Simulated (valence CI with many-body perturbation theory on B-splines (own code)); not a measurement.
Results of a calculation; reference values are marked as such.
## Sm³⁰⁺: what the settings do

Method: valence CI with perturbative core correlation (CI+MBPT): four valence electrons over a frozen Dirac-Fock core [Ar] 3d10, radial functions for each j: 6 s, 6 p, 5 d, 3 f, 1 g, with the one-electron correlation potential Σ1 (screened to all orders), the two-electron term Σ2, the three-electron term Σ3, Breit, model QED; selected single and double excitations, second order for the rest, scaled by the run's own slope (own B-spline code, finite nucleus).

No measured spectrum was set against this ion. As an estimate, large intervals hold to a few tenths of a per cent, small ones and those within an open d or f shell to about a per cent.

The reference run has the lowest level (4s^2 4p1/2^2) J=0 and an ionisation energy of 1182.00 eV. Its largest variational space holds 10000 state functions.

Levels are named by their leading jj configuration (3d3/2^4 stands for four electrons in 3d with j = 3/2), which in mixed levels can hold well under half, so a name can repeat and another be missing. Letters in brackets count levels of one name in rising energy.

Reference levels: (4s^2 4p1/2 4p3/2) J=1 267442, (4s^2 4p1/2 4p3/2) J=2 293489, (4s^2 4p3/2^2) J=2 580539, (4s^2 4p3/2^2) J=0 638866, (4s 4p1/2^2 4p3/2) J=2 806789, (4s 4p1/2^2 4p3/2) J=1 897065, (4s 4p1/2 4p3/2^2) J=2 [a] 1053520, (4s 4p1/2 4p3/2^2) J=3 1104330, (4s^2 4p1/2 4d3/2) J=2 1147180, (4s 4p1/2 4p3/2^2) J=0 1158100, (4s 4p1/2 4p3/2^2) J=1 [a] 1182260, (4s 4p1/2 4p3/2^2) J=1 [b] 1223000 cm⁻¹.

(1) Rank these changes by the mean size of the shift of these levels, smallest first.
A. hole-hole ladder in Σ2 on → off
B. scale of Σ2 1 → -1
C. averaging of valence orbitals over low configurations on → off

Answers

(1) C (3.5 cm⁻¹), A (44 cm⁻¹), B (3800 cm⁻¹).
